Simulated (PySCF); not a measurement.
# Assigning NMR signals

Structure with atom numbers: `[CH2:1]=[C:2]([CH3:3])[Si@@H:4]1[CH2:5][C@@H:6]1[O:7][CH3:8]`. Each H is labelled by its parent atom. Ha(C5) is cis to C2 on the ring; Ha(C1) is cis to C3; Hb(C5) is trans to C2 on the ring; Hb(C1) is trans to C3.

[PySCF: geometry from GFN2-xTB; shielding tensors at PBE0/pcSseg-1 (GIAO); single conformer; one averaged value for each set of equivalent atoms; no solvent model; relativity neglected]

Chemical shifts δ = σref − σ; TMS for $^{13}$C (186.93 ppm) and $^{1}$H (31.72 ppm), all at this level.

Question: Assign these signals to the numbered atoms. $^{13}$C{$^{1}$H} NMR (computed): δ 149.6 (C), 136.7 (CH2), 67.5 (CH), 63.2 (CH3), 26.8 (CH3), 6.3 (CH2).

Answer: 
```tsv
δ (ppm)	atoms	environment	reason
149.6	C2	fully substituted alkene carbon	the olefinic region
136.7	C1	terminal =CH2 carbon	the olefinic region
67.5	C6	three-membered-ring carbon	deshielded by the electronegative neighbour
63.2	C8	methyl carbon bonded to O	pulled downfield by the heteroatom
26.8	C3	allylic methyl carbon	saturated and bonded to C and H only
6.3	C5	three-membered-ring carbon	carbons of three-membered rings are unusually shielded
```

Question: Assign these signals to the numbered atoms. $^{1}$H NMR (300 MHz, computed): δ 6.24 (br s, 1H), 5.91 (br s, 1H), 3.75 (m, 1H), 3.49 (s, 3H), 3.34 (m, 1H), 1.93 (s, 3H), 1.23 (m, 1H), 1.06 (m, 1H).

Answer: 
| δ (ppm) | atoms | environment | reason |
| --- | --- | --- | --- |
| 6.24 | Ha(C1) | hydrogen on a terminal =CH2 carbon | a vinylic proton, deshielded by the sp2 carbon and the C=C anisotropy |
| 5.91 | Hb(C1) | hydrogen on a terminal =CH2 carbon | – |
| 3.75 | H(C6) | hydrogen on a three-membered-ring carbon | its carbon carries O, hence the downfield position |
| 3.49 | H(C8) | hydrogen on a methyl carbon bonded to O | its carbon carries O, which withdraws density |
| 3.34 | H(Si4) | hydrogen on a silicon bonded to 3 C, in a 3-membered ring | – |
| 1.93 | H(C3) | hydrogen on an allylic methyl carbon | allylic position |
| 1.23 | Ha(C5) | hydrogen on a three-membered-ring carbon | cyclopropane-type protons are shielded by the ring |
| 1.06 | Hb(C5) | hydrogen on a three-membered-ring carbon | – |

Shifts are as computed. Against solution values, carbons near 30 ppm lie about +3 ppm off and those near 130 ppm about +5 ppm. Of 1211 compounds with measured shifts, 218 miss one by over three times the rms of a fit or turn the order of signals round; such compounds aren't used in these exercises. No couplings were computed; multiplicities are counted from neighbouring protons, with m where these are inequivalent, close in shift, in a saturated or five-membered ring or joined by F or P, and br s for small geminal =CH2 splittings.
